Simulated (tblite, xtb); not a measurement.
C$_{5}$H$_{15}$N$_{2}$Si (SMILES CN(C)[Si](C)N(C)C), doublet, at a GFN2-xTB geometry. Base run: GFN1-xTB in xtb.

xtb was given this input:
```
$ xtb mol.xyz --gfn 1 --uhf 1 --json

# file mol.xyz
23

C      2.42911425     0.14893972     1.29946826
N      1.35903917    -0.26522210     0.43359287
C      1.49560796    -1.62915642    -0.00208307
Si    -0.12147409     0.64906371     0.39536643
C      0.24816781     2.23045437    -0.61350139
N     -1.29164595    -0.33051078    -0.44587289
C     -2.19130465     0.22706462    -1.41904632
C     -1.85372746    -1.49179075     0.19462288
H      2.28970945     1.18924391     1.58019373
H      2.47019164    -0.45518302     2.21506570
H      3.39018434     0.04643618     0.78529525
H      0.71099494    -1.86270648    -0.71486176
H      2.46694213    -1.76200953    -0.48989427
H      1.44206548    -2.33799598     0.83563189
H     -0.60237413     2.90364485    -0.63812357
H      1.08081107     2.76952925    -0.17391572
H      0.52133067     1.98375771    -1.63803406
H     -3.13667552     0.55211813    -0.96396338
H     -1.73205897     1.07876649    -1.90964269
H     -2.42678671    -0.52811780    -2.17580139
H     -2.81399645    -1.26342747     0.67485946
H     -2.02788702    -2.28006011    -0.54535953
H     -1.17071372    -1.86382743     0.95261815
```

Programs used: tblite, xtb; a row that names a program was run with it.

The base run was repeated with changes; each row names its change, and settings that it needs were set with it.

```json
[
 {"change": "base", "ΔE vs base (kJ/mol)": "0.00", "dipole (D)": "0.81", "G_solv (kcal/mol)": "-", "SCF cycles": "10"},
 {"change": "etemp = 5000", "ΔE vs base (kJ/mol)": "-9.38", "dipole (D)": "1.15", "G_solv (kcal/mol)": "-", "SCF cycles": "11"},
 {"change": "gbsa = chcl3", "ΔE vs base (kJ/mol)": "-29.8", "dipole (D)": "0.90", "G_solv (kcal/mol)": "-7.24", "SCF cycles": "10"},
 {"change": "alpb = acetonitrile", "ΔE vs base (kJ/mol)": "-20.81", "dipole (D)": "0.93", "G_solv (kcal/mol)": "-5.02", "SCF cycles": "10"},
 {"change": "acc = 0.0001", "ΔE vs base (kJ/mol)": "0.00", "dipole (D)": "0.81", "G_solv (kcal/mol)": "-", "SCF cycles": "16"},
 {"change": "alpb = chcl3", "ΔE vs base (kJ/mol)": "-29.2", "dipole (D)": "0.90", "G_solv (kcal/mol)": "-7.06", "SCF cycles": "10"},
 {"change": "acc = 30", "ΔE vs base (kJ/mol)": "0.00", "dipole (D)": "0.81", "G_solv (kcal/mol)": "-", "SCF cycles": "8"},
 {"change": "program = tblite; method = gfn1; option = --spin-polarized", "ΔE vs base (kJ/mol)": "-9.75", "dipole (D)": "-", "G_solv (kcal/mol)": "-", "SCF cycles": "-"},
 {"change": "etemp = 1000", "ΔE vs base (kJ/mol)": "0.00", "dipole (D)": "0.81", "G_solv (kcal/mol)": "-", "SCF cycles": "10"}
]
```

ALPB and GBSA are two models with their own fitted parameters for each solvent, which aren't always the measured dielectric constant.
